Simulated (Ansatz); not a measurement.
```tsv
atom	x (Å)	y (Å)	z (Å)
C	0.0000	0.0000	-0.6682
F	0.0000	0.0000	0.8043
H	0.0000	-1.1189	-1.0763
H	-0.9690	0.5595	-1.0763
H	0.9690	0.5595	-1.0763
```

Basis set: cc-pVDZ (spherical functions). Frozen core: 2 orbitals. Charge 0, multiplicity 1.

Computed with Ansatz (development build ahead of 0.2.0); each method stands on the lowest determinant of its kind that the runs found. Restricted open shells among the atoms or ions are ROHF, correlated in semicanonical orbitals with singles.

The atomization energy at this shape (free ground-state atoms in the same class of orbitals less the molecule, no zero-point energy) of singlet CH3F:

```csv
method,atomization energy
RHF-MP2,382.01 kcal/mol
```

(1) What does RHF give?

Results:

(1) 292.51 kcal/mol. Caution: the shape is not the minimum.
